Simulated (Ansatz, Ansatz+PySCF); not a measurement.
| atom | x (Å) | y (Å) | z (Å) |
| --- | --- | --- | --- |
| Ti | 0.0000 | 0.0000 | -0.3577 |
| O | 0.0000 | 1.2196 | 0.4918 |
| O | 0.0000 | -1.2196 | 0.4918 |

RHF-MP2 on singlet TiO₂ was run in several spherical basis sets with Ansatz (development build ahead of 0.2.0). Frozen core: 7 orbitals. Caution: other spin multiplicities were not run. Caution for RHF-MP2: no unrestricted run beside it, a lower state can exist.

Q: Rank the basis sets by the total energy that they give, lowest first, with the distance from the lowest.
A. def2-SVP
B. cc-pVTZ
C. 6-31G(d)
D. def2-TZVP
E. cc-pVDZ

A: B (0.00 eV), D (1.93 eV), E (6.79 eV), C (10.02 eV), A (15.01 eV).

Totals follow the description of the cores as much as that of the bonds, so this order isn't one of quality for chemistry.
